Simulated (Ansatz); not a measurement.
`CBBC` + `CCC` → `CBC(C)C` + `BC` at 700 K and 1 bar (formal exchange of groups at a B–B bond).

Gas-phase electronic energies from Ansatz, PBE0-D4/def2-TZVP geometries. CBS: MP2 limit from def2 TZ/QZ plus the TZ coupled-cluster correction, frozen cores. This one scheme is used for every species. One conformer a species, not always the lowest.

```tsv
species	CCSD(T)/CBS energy (Eh)	H − E (kJ/mol)	S (J/(mol·K))
`CBBC`	-130.47910	331.3	445.8
`CCC`	-118.98051	329.4	356.3
`CBC(C)C`	-183.62972	466.1	505.3
`BC`	-65.83255	189.6	311.0
```

H − E and S are ideal-gas, rigid-rotor, harmonic terms from PBE0-D4/def2-TZVP, for one conformer and one mirror image of each species. 1 Eh = 2625.50 kJ/mol, R = 8.31446 J/(mol·K).

Task: By hand: ΔE, ΔH, ΔS and ΔG.

Result: ΔE = (-183.62972) + (-65.83255) − (-130.47910) − (-118.98051) = -0.00266 Eh = -7.0 kJ/mol. Δ(H − E) = 466.1 + 189.6 − 331.3 − 329.4 = -5.0, so ΔH = -12.0 kJ/mol. ΔS = 505.3 + 311.0 − 445.8 − 356.3 = 14.2 J/(mol·K). ΔG = -12.0 − 700 × (14.2)/1000 = -21.9 kJ/mol.

Task: By hand: the equilibrium constant, and the temperature at which ΔG would vanish if ΔH and ΔS stayed fixed.

Result: log₁₀ K = −ΔG/(RT ln 10) = 1.6. ΔH and −TΔS have one sign here, so there is no such temperature.

TΔS isn't small against ΔH here. A doubt of 5 kJ/mol in ΔE shifts log₁₀ K by 0.4 here. Other conformers and mirror images would add mixing entropy, several J/(mol·K) or more a flexible species. Modes under 60 cm⁻¹, often nearly free rotors, make the harmonic entropy too high. These are equilibria of isolated gas molecules and say nothing of rates. Largest T1 diagnostic: 0.011 (customary marks: 0.02 for closed shells, 0.045 for open ones).
